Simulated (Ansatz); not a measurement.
Reaction (formal exchange of groups at a C–Si bond): `N[SiH](S)CCl` + `C#C[SiH3]` → `C#C[SiH2]CCl` + `N[SiH2]S`

Isolated molecules relaxed with PBE0-D4/def2-TZVP in Ansatz; ΔE leaves out vibrations. CCSD(T)/CBS is the MP2 limit (def2-TZVPP, def2-QZVPP) plus CCSD(T) − MP2 in def2-TZVPP, frozen cores. One conformer a species, not always the lowest.

`N[SiH](S)CCl`:

Cartesian coordinates in Å:
```
N 1.093 -0.533 1.170
Si -0.135 -0.715 -0.004
S 0.449 -1.085 -2.032
C -1.149 0.868 0.064
Cl -0.086 2.265 -0.293
H 1.569 0.355 1.221
H 1.732 -1.292 1.347
H -0.968 -1.897 0.327
H 1.017 0.126 -2.179
H -1.573 1.033 1.055
H -1.950 0.874 -0.675
```

`C#C[SiH3]`:

```xyz
7

C     1.772    0.167   -0.824
C     0.682    0.064   -0.317
Si   -0.965   -0.091    0.449
H     2.735    0.257   -1.271
H    -1.172   -1.492    0.888
H    -1.049    0.816    1.619
H    -2.003    0.279   -0.544
```

`C#C[SiH2]CCl`:

Cartesian coordinates in Å:
```
C 2.340 0.012 -1.144
C 1.177 0.197 -0.883
Si -0.574 0.480 -0.474
C -0.970 -0.292 1.195
Cl -0.774 -2.063 1.123
H 3.367 -0.155 -1.376
H -0.821 1.943 -0.388
H -1.437 -0.121 -1.517
H -0.308 0.083 1.976
H -2.000 -0.084 1.488
```

`N[SiH2]S`:

Z-matrix (Å, degrees):
```
Si
S 1 2.151
N 1 1.706 2 111.5
H 1 1.484 2 111.6 3 -117.8
H 1 1.485 2 105.8 3 122.4
H 2 1.343 1 94.3 3 -148.1
H 3 1.006 1 122.1 2 53.2
H 3 1.006 1 120.4 2 -98.6
```

| species | CCSD(T)/CBS(def2) energy (Eh) |
| --- | --- |
| `N[SiH](S)CCl` | -1243.07202 |
| `C#C[SiH3]` | -367.52081 |
| `C#C[SiH2]CCl` | -865.96732 |
| `N[SiH2]S` | -744.61970 |

Problem. Work out ΔE.

Solution. ΔE = (-865.96732) + (-744.61970) − (-1243.07202) − (-367.52081) = 0.00581 Eh = +15.3 kJ/mol.

Largest T1 diagnostic among the species: 0.013.

In def2-TZVPP, CCSD(T) changes the Hartree–Fock value by +7.4 kJ/mol (the triples alone add +1.6 kJ/mol) and MP2 by +7.8 kJ/mol. The D4 term adds +5.1 kJ/mol with B3LYP and +2.8 kJ/mol with PBE0; it sums over pairs of atoms, weighted by their polarisabilities, and B3LYP, whose exchange is more repulsive, gets the larger term.

B3LYP here is the variant with VWN-RPA as its local correlation; programs differ in this.
